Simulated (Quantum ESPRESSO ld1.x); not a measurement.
Values are calculated unless marked as measured or tabulated.
Question: These are the eigenvalues of the occupied orbitals of an atom or ion with whole-number occupations (eV). Code: ld1.x of Quantum ESPRESSO 7.5. Model: Dirac Kohn-Sham, LDA (Slater exchange, Perdew-Zunger correlation), spin-unpolarised, spherical densities, point nucleus.

orbital  eigenvalue
1s1/2      -55418.8
2s1/2      -9293.00
2p1/2      -8849.14
2p3/2      -7993.19
3s1/2      -2100.95
3p1/2      -1906.43
3p3/2      -1727.74
3d3/2      -1393.17
3d5/2      -1354.09
4s1/2      -440.989
4p1/2      -363.759
4p3/2      -323.380
4d3/2      -195.984
4d5/2      -188.638
5s1/2      -80.2502
5p1/2      -58.6537
5p3/2      -53.0814
4f5/2      -35.8529
4f7/2      -34.8030

Which element is it, and in what charge state? The configuration may be excited. Open shells, if any, fill j = l - 1/2 first.

Answer: Z = 67, holmium, charge +3: Ho3+ in [Xe] 4f10. The list shows which subshells hold electrons but not how many an open one holds; the 1s level, -2036.6 hartree, gives Z - s = 63.8 by -(Z - s)^2/2, which with screening and relativity narrows Z to a few neighbours, and the depths of the outer levels then fix element, charge and occupations together.
